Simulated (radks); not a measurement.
Question: The mean radii <r> (bohr) of the occupied orbitals of an atom or ion are listed with their occupations. All-electron calculation, non-relativistic Kohn-Sham, PBE, spin-polarised, spherical densities, point nucleus. Program: a radial shooting solver on a logarithmic mesh with Libxc functionals.

| orbital | occ. | <r> |
|---|---|---|
| 1s down | 1 | 0.03463 |
| 1s up | 1 | 0.03463 |
| 2s up | 1 | 0.1509 |
| 2s down | 1 | 0.1509 |
| 2p up | 3 | 0.1291 |
| 2p down | 3 | 0.1291 |
| 3s up | 1 | 0.4145 |
| 3s down | 1 | 0.4144 |
| 3p up | 3 | 0.4079 |
| 3p down | 3 | 0.4078 |
| 3d up | 5 | 0.3827 |
| 3d down | 5 | 0.3826 |
| 4s up | 1 | 1.011 |
| 4s down | 1 | 1.009 |
| 4p up | 3 | 1.073 |
| 4p down | 3 | 1.072 |
| 4d up | 2 | 1.253 |

Name the element and its charge. Open shells, if any, are filled with parallel spins first.

Answer: Z = 44, ruthenium, charge +6: Ru6+ in [Kr] 4d2. The 1s radius gives Z: for a bare nucleus <r> = 1.5/Z, 0.03409 bohr for Z = 44, and screening makes it slightly larger (0.03463 here). The occupations add up to 38, and the charge is Z minus that.
